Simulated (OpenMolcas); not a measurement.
A calculation on S⁺.

| Property | Result |
| --- | --- |
| Program | OpenMolcas 26.06 |
| Method | SS-CASPT2, IPEA 0.25 Eh, imaginary shift 0.1 Eh (closed shells correlated: 2s 2p) |
| Basis | ANO-RCC-VTZP [5s4p2d1f] |
| Scalar Hamiltonian | DKH2, point nucleus |
| Active space | 5 electrons in 4 orbitals (3s 3p) |
| State averaging | 2S+1 = 4 odd, 1 root; 2S+1 = 2 odd, 8 roots kept (CI in the orbitals of an earlier block); 2S+1 = 4 even, 3 roots; 2S+1 = 2 even, 9 roots kept (CI in the orbitals of an earlier block) |
| Spin-orbit coupling | state interaction with AMFI integrals over the reference wave functions, term energies averaged over their components |

(1) Which level of the active space comes out lowest?

(2) How high does 3s² 3p³ ²P°_3/2 lie?

(3) How high does 3s 3p⁴ ⁴P_3/2 lie?

(4) How high does 3s 3p⁴ ⁴P_1/2 lie?

Measured values: NIST Handbook of Basic Atomic Spectroscopic Data.

Answers

(1) 3s² 3p³ ⁴S°_3/2, with 100 % of that term; it is also the measured ground level.

(2) 3.117 eV above the lowest level; measured 3.0465 eV above the ground level, so the calculation is off by +2 %.

(3) 10.339 eV above the lowest level; measured 9.8886 eV above the ground level, so the calculation is off by +5 %.

(4) 10.365 eV above the lowest level; measured 9.9141 eV above the ground level, so the calculation is off by +5 %.

Over all roots computed the reference weight is 0.88 to 0.96; the roots of lowest weight are the least certain, and an intruder state may touch them. Terms from blocks run as CI alone lack orbitals of their own. Terms of s pⁿ other than that of highest spin mix with s² pⁿ⁻² d, which this space lacks; all of them can be thousands of cm-1 off, and some have no real level of that name. Measured partners are found by configuration, term and J. A level has none where our copy of the source lacks it or the pairing is in doubt (some pairs that miss far off the trend of their configuration count as doubtful), and it then counts in no deviation. Only configurations of the active space appear.

° marks odd parity.
